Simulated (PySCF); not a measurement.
Molecule: 3-chlorophenol (SMILES Oc1cccc(Cl)c1).

Geometry:
| atom | x (Å) | y (Å) | z (Å) |
| --- | --- | --- | --- |
| O1 | 2.318 | -0.619 | -0.030 |
| C2 | 0.986 | -0.416 | -0.025 |
| C3 | 0.524 | 0.905 | -0.006 |
| C4 | -0.843 | 1.155 | 0.000 |
| C5 | -1.771 | 0.114 | -0.014 |
| C6 | -1.295 | -1.194 | -0.033 |
| Cl7 | -2.418 | -2.514 | -0.050 |
| C8 | 0.071 | -1.474 | -0.039 |
| H9 | 2.501 | -1.564 | -0.044 |
| H10 | 1.254 | 1.715 | 0.004 |
| H11 | -1.199 | 2.188 | 0.015 |
| H12 | -2.845 | 0.304 | -0.009 |
| H13 | 0.412 | -2.512 | -0.054 |

Geometry PBE0-D3(BJ)/def2-SVP throughout; GIAO in PySCF 2.14, gas phase, one conformer, non-relativistic; equivalent atoms averaged; basis pcSseg-1.

Question: How do the shifts δ (against H2O, TMS at the same level) depend on the functional? (a selection of nuclei; ppm; last column core-seconds on shared hosts with different chips, so compare them loosely; the GGAs took longer than the global hybrids here, which isn't the general rule, and the cause wasn't traced)

Answer: 
```csv
functional,kind,O1,C2,C6,C4,C3,C8,H10,H12,H9,core-s
HF,Hartree–Fock,92.2,165.0,149.1,141.4,119.6,118.3,7.09,7.08,4.02,7
PBE,GGA,140.1,160.4,144.4,133.1,114.4,115.3,6.63,6.74,3.85,42
BLYP,GGA,140.6,162.4,146.7,133.7,115.0,115.9,6.52,6.63,3.76,22
OPBE,GGA,132.8,152.3,137.0,127.4,109.7,110.7,6.70,6.83,3.94,44
B97-D,GGA,131.5,156.4,140.9,129.1,111.1,111.8,6.56,6.67,3.84,22
PBE0,global hybrid,125.3,162.6,146.1,136.4,117.6,117.7,6.85,6.92,3.89,20
mPW1PW91,global hybrid,124.4,162.6,146.3,136.4,117.8,117.8,6.84,6.91,3.89,16
CAM-B3LYP,range-separated hybrid,122.9,167.7,150.5,140.5,121.0,120.6,6.86,6.90,3.87,22
```

Question: Which nucleus among those listed moves most, in ppm?

Answer: O1 (phenol-type oxygen): from 92.2 ppm with HF to 140.6 ppm with BLYP. The smallest spread is 0.26 ppm, at H9. Proton shifts span only some 12 ppm, so a few tenths of a ppm matter as much there as several ppm in carbon.
